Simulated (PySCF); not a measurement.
Positional isomers: cyclohexane cyano+boryl. All species are isolated molecules in the gas phase. One relaxed conformer stands for each flexible species; it need not be the lowest. Strings in code marks are SMILES.

The LUMO from two functionals at the same geometries (PBE0-D3(BJ)/def2-SVP), both in PySCF: PBE-D3(BJ)/def2-TZVP and TPSSh-D3(BJ)/def2-TZVP. 

```
species                     PBE-D3(BJ)/def2-TZVP (eV)
--------------------------  -------------------------
`C1CCCCC1(B)C#N`                                -3.00
`B[C@H]1CC[C@@H](C#N)CC1`                       -2.57
`B[C@H]1CC[C@H](C#N)CC1`                        -2.59
`B[C@@H]1CCC[C@@H](C#N)C1`                      -2.65
`B[C@@H]1CCC[C@H](C#N)C1`                       -1.90
`B[C@@H]1CCCC[C@@H]1C#N`                        -2.65
`B[C@@H]1CCCC[C@H]1C#N`                         -2.67
```

Task: What does TPSSh-D3(BJ)/def2-TZVP give for each?

Result: 
- `C1CCCCC1(B)C#N`: -2.37
- `B[C@H]1CC[C@@H](C#N)CC1`: -1.93
- `B[C@H]1CC[C@H](C#N)CC1`: -1.94
- `B[C@@H]1CCC[C@@H](C#N)C1`: -2.00
- `B[C@@H]1CCC[C@H](C#N)C1`: -1.24
- `B[C@@H]1CCCC[C@@H]1C#N`: -1.99
- `B[C@@H]1CCCC[C@H]1C#N`: -2.00
Over these rows, drawn at random from the members with no instability flagged (it was tested for open shells, ions and some series alone), PBE minus TPSSh-D3(BJ): mean -0.65 eV, from -0.67 eV to -0.63 eV.
